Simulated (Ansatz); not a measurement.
Ansatz (a quantum-chemistry and plane-wave program) input (CCSD(T)/def2-SVPD):

Ansatz 0.2 input:
```yaml
crystal:
  periodic: [false, false, false]
  atoms:
    - {symbol: Sn, position_ang: [0.00064110, -0.00096402, -0.03368912]}
    - {symbol: H, position_ang: [1.47232377, 0.01216007, 0.87089296]}
    - {symbol: H, position_ang: [-1.50437896, 0.03604111, 0.81356294]}
basis:
  gaussian:
    orbitals: def2-SVPD
magnetization: {spin_polarized: true, initial_magnetization: 2}
correlation: {method: ccsd_t, electrons: outside_noble_gas}
output: {forces: true}
```

End of the output:

```
integrals: 0.03 GiB planned
584 factors; integrals over basis functions are off by at most 2.8e-4 eV
mean field: 0.11 GiB planned
mean field evaluation 1: about -5834.8127 eV, gradient 5.8e0 eV
mean field evaluation 2: about -5834.8204 eV, gradient 5.8e0 eV
mean field evaluation 4: about -5835.3775 eV, gradient 8.0e-1 eV
mean field evaluation 8: about -5835.3956 eV, gradient 9.0e-2 eV
mean field evaluation 16: about -5835.3669 eV, gradient 8.0e-1 eV
mean field -5835.39592214 eV, -214.4468447651 hartree, gradient 3.7e-6 eV, S^2 2.005794; 0 other end points of the search recorded, 0 dependent functions left out
9 core orbitals not correlated
reference -5835.39592214 eV, -214.4468447651 hartree; 4, 2 occupied and 35, 37 virtual orbitals, 584 factors
densities: 0.13 GiB planned
second order -1.79646878 eV of doubles, -0.00000000 eV of singles
coupled cluster: 0.11 GiB planned
cycle   1  -2.18884236 eV  change   -3.9e-1 eV  update   5.5e-2
cycle   2  -2.36075156 eV  change   -1.7e-1 eV  update   2.3e-2
cycle   3  -2.36953199 eV  change   -8.8e-3 eV  update   7.1e-3
cycle   4  -2.37040866 eV  change   -8.8e-4 eV  update   2.0e-3
cycle   5  -2.37025838 eV  change    1.5e-4 eV  update   7.8e-4
cycle   6  -2.37020274 eV  change    5.6e-5 eV  update   2.4e-4
cycle   7  -2.37030485 eV  change   -1.0e-4 eV  update   7.1e-5
cycle   8  -2.37030441 eV  change    4.5e-7 eV  update   2.4e-5
cycle   9  -2.37029277 eV  change    1.2e-5 eV  update   8.6e-6
cycle  10  -2.37029665 eV  change   -3.9e-6 eV  update   3.1e-6
cycle  11  -2.37029718 eV  change   -5.3e-7 eV  update   1.2e-6
perturbative correction -0.05296741 eV, -0.0019465164 hartree
the calculation of the forces begins
Total energy: -5837.81918672 eV, -214.5358980960 hartree
Atom 0 at     0.000641    -0.000964    -0.033689 Å, force     0.001762    -0.002649    -0.092573 eV/Å
Atom 1 at     1.472324     0.012160     0.870893 Å, force     0.046980     0.000941     0.047208 eV/Å
Atom 2 at    -1.504379     0.036041     0.813563 Å, force    -0.048742     0.001708     0.045365 eV/Å
Dipole moment:     0.001379    -0.002073    -0.072447 e Å
```

This is an excited triplet: at this geometry the singlet lies 0.70 eV lower at CCSD(T)/CBS(def2-TZVPPD,def2-QZVPPD).
